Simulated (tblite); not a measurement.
Species: C5H7BN (charge +1).
SMILES with atom numbers: `[BH2:1][n+:2]1[cH:3][cH:4][cH:5][cH:6][cH:7]1` (hydrogens: H8, H9 on B1; H10 on C3; H11 on C4; H12 on C5; H13 on C6; H14 on C7)
Bond orders are those of one Lewis drawing.

Computed with GFN2-xTB (tblite), gas phase: Langevin dynamics at 600 K from the optimised GFN2-xTB geometry, time step 0.5 fs, friction 0.01 fs⁻¹, 2000 steps.

Start geometry:
```
atom  x, y, z in Å
B1      2.322   -0.040   -0.066
N2      0.854   -0.015   -0.025
C3      0.144   -1.150   -0.206
C4     -1.233   -1.159   -0.172
C5     -1.916    0.033    0.052
C6     -1.181    1.200    0.238
C7      0.194    1.144    0.194
H8      2.896    0.959    0.090
H9      2.852   -1.058   -0.253
H10     0.707   -2.055   -0.382
H11    -1.767   -2.085   -0.321
H12    -2.995    0.051    0.081
H13    -1.673    2.144    0.413
H14     0.797    2.029    0.333
```

The statistics below take the 31 frames saved every 25 fs from 250 to 1000 fs; their kinetic temperature (all 3N coordinates) averages 573 K.

**Question.** How do the bond lengths spread?

**Answer.** 
```tsv
bond	start (Å)	mean (Å)	standard deviation (Å)	shortest (Å)	longest (Å)
B1–N2	1.468	1.480	0.043	1.372	1.546
N2–C3	1.351	1.368	0.035	1.292	1.461
C3–C4	1.377	1.378	0.032	1.305	1.432
C4–C5	1.392	1.405	0.036	1.336	1.473
C5–C6	1.392	1.391	0.036	1.328	1.464
C6–C7	1.377	1.386	0.037	1.325	1.469
N2–C7	1.351	1.352	0.031	1.300	1.428
B1–H8	1.162	1.182	0.029	1.128	1.247
B1–H9	1.162	1.171	0.046	1.085	1.261
C3–H10	1.080	1.081	0.033	1.006	1.149
C4–H11	1.079	1.092	0.053	1.000	1.208
C5–H12	1.080	1.086	0.037	1.021	1.180
C6–H13	1.079	1.094	0.047	0.993	1.194
C7–H14	1.080	1.087	0.026	1.020	1.130
```

**Question.** Give the same statistics for bond angles, one of each kind among heavy atoms.

**Answer.** 
```csv
angle,start (°),mean (°),standard deviation (°),smallest (°),largest (°)
B1–N2–C3,120.5,119.4,4.8,107.6,128.5
C3–N2–C7,119.0,118.8,3.7,110.8,125.4
N2–C3–C4,121.9,121.2,4.5,108.6,130.8
C3–C4–C5,119.3,118.9,4.1,109.4,127.0
C4–C5–C6,118.7,118.4,3.6,111.1,125.5
```

**Question.** How far does each atom move about its mean position (frames aligned on the start, all atoms weighted alike), and what rms force does it feel?

**Answer.** 
```
atom  rms displacement (Å)  rms force (eV/Å)
  B1                  0.12              2.23
  N2                  0.12              2.33
  C3                  0.12              2.69
  C4                  0.10              2.53
  C5                  0.09              2.52
  C6                  0.10              2.71
  C7                  0.11              2.45
  H8                  0.31              0.90
  H9                  0.30              1.24
 H10                  0.24              1.33
 H11                  0.20              1.75
 H12                  0.20              1.32
 H13                  0.20              1.61
 H14                  0.19              1.04
```

The displacements run from 0.09 to 0.31 Å.

**Question.** How widely does the potential energy scatter, against a harmonic estimate?

**Answer.** Mean 0.92 eV above the start, standard deviation 0.193 eV, range 0.56 to 1.36 eV. For 36 classical harmonic modes at 600 K the canonical values are 36kT/2 = 0.93 eV and kT·√(36/2) = 0.219 eV.

The run is classical and short, so these are rough statistics of one trajectory.

What follows is the cost of the whole dynamics run. On Arm Neoverse V1, one thread, on a shared host, this took 9.2 s of wall time and 0.18 GiB of memory at its peak.
